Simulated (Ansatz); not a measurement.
Job for Ansatz (a quantum-chemistry and plane-wave program): U-CCSD(T)/6-31G on SiC, 2S+1 = 3, a point of a bond scan (R = 2.313 Å).

Ansatz 0.2 input:
```yaml
crystal:
  periodic: [false, false, false]
  atoms:
    - {symbol: Si, position_ang: [-0.00000000, -0.00000000, -0.51408316]}
    - {symbol: C, position_ang: [0.00000000, 0.00000000, 1.79929104]}
basis:
  gaussian:
    orbitals: 6-31G
magnetization: {spin_polarized: true, initial_magnetization: 2}
correlation: {method: ccsd_t, electrons: outside_noble_gas}
scf: {omitted_lower_state_checks: [cluster_reference]}
```

The log:

```
WARN ansatz: RAYON_NUM_THREADS=1 ignored (pool sized by the plan → 1); use --threads N
Functional definition: HF
these checks for a lower state are left out or cut short: cluster_reference
integrals: 0.00 GiB planned
267 factors; integrals over basis functions are off by at most 1.3e-4 eV
mean field: 0.05 GiB planned
mean field evaluation 1: about -8883.4304 eV, gradient 7.4e0 eV
mean field evaluation 2: about -8883.4614 eV, gradient 7.5e0 eV
mean field evaluation 4: about -8883.9796 eV, gradient 1.1e0 eV
mean field evaluation 8: about -8883.9510 eV, gradient 3.1e-1 eV
mean field evaluation 16: about -8884.1422 eV, gradient 4.2e-1 eV
mean field evaluation 32: about -8884.7773 eV, gradient 2.7e-3 eV
mean field evaluation 64: about -8885.6550 eV, gradient 3.2e-4 eV
mean field evaluation 96: about -8884.1989 eV, gradient 1.8e-1 eV
mean field evaluation 128: about -8884.1987 eV, gradient 1.6e-1 eV
mean field evaluation 160: about -8884.7611 eV, gradient 3.1e-1 eV
mean field evaluation 192: about -8881.3760 eV, gradient 1.4e1 eV
mean field evaluation 224: about -8884.1878 eV, gradient 3.2e-1 eV
mean field evaluation 256: about -8884.2373 eV, gradient 1.2e0 eV
mean field evaluation 288: about -8883.9184 eV, gradient 2.9e-1 eV
mean field evaluation 320: about -8883.9236 eV, gradient 1.4e-1 eV
mean field evaluation 352: about -8884.7350 eV, gradient 7.1e-1 eV
mean field -8885.65499694 eV, -326.5417982244 hartree, gradient 9.6e-6 eV, S^2 2.914423; 16 other end points of the search recorded, 0 dependent functions left out
6 core orbitals not correlated
reference -8885.65499694 eV, -326.5417982244 hartree; 5, 3 occupied and 11, 13 virtual orbitals, 267 factors
second order -1.64928003 eV of doubles, -0.00000000 eV of singles
coupled cluster: 0.05 GiB planned
cycle   1  -2.01559025 eV  change   -3.7e-1 eV  update   9.2e-2
cycle   2  -2.28777624 eV  change   -2.7e-1 eV  update   4.9e-2
cycle   3  -2.38047228 eV  change   -9.3e-2 eV  update   3.4e-2
cycle   4  -2.41473443 eV  change   -3.4e-2 eV  update   2.3e-2
cycle   5  -2.46568971 eV  change   -5.1e-2 eV  update   1.5e-2
cycle   6  -2.47773598 eV  change   -1.2e-2 eV  update   9.5e-3
cycle   7  -2.49219469 eV  change   -1.4e-2 eV  update   7.7e-3
cycle   8  -2.51243962 eV  change   -2.0e-2 eV  update   6.3e-3
cycle   9  -2.51620086 eV  change   -3.8e-3 eV  update   4.6e-3
cycle  10  -2.52532412 eV  change   -9.1e-3 eV  update   3.2e-3
cycle  11  -2.53050347 eV  change   -5.2e-3 eV  update   2.1e-3
cycle  12  -2.53071175 eV  change   -2.1e-4 eV  update   1.1e-3
cycle  13  -2.53107828 eV  change   -3.7e-4 eV  update   5.7e-4
cycle  14  -2.53105258 eV  change    2.6e-5 eV  update   3.1e-4
cycle  15  -2.53121411 eV  change   -1.6e-4 eV  update   1.9e-4
cycle  16  -2.53111265 eV  change    1.0e-4 eV  update   7.9e-5
cycle  17  -2.53105354 eV  change    5.9e-5 eV  update   4.4e-5
cycle  18  -2.53106038 eV  change   -6.8e-6 eV  update   2.5e-5
cycle  19  -2.53110218 eV  change   -4.2e-5 eV  update   1.6e-5
cycle  20  -2.53114373 eV  change   -4.2e-5 eV  update   9.3e-6
cycle  21  -2.53115291 eV  change   -9.2e-6 eV  update   2.9e-6
cycle  22  -2.53115634 eV  change   -3.4e-6 eV  update   1.4e-6
coupled cluster: 0.05 GiB planned
perturbative correction -0.14430234 eV, -0.0053030133 hartree
Total energy: -8888.33045563 eV, -326.6401195175 hartree
Checks for a lower state left out: cluster_reference
```

Self-consistency was reached. Its determinant has ⟨S²⟩ = 2.91, a mixture of spin states.

Cost: about 1.9 core-seconds (a rough figure).
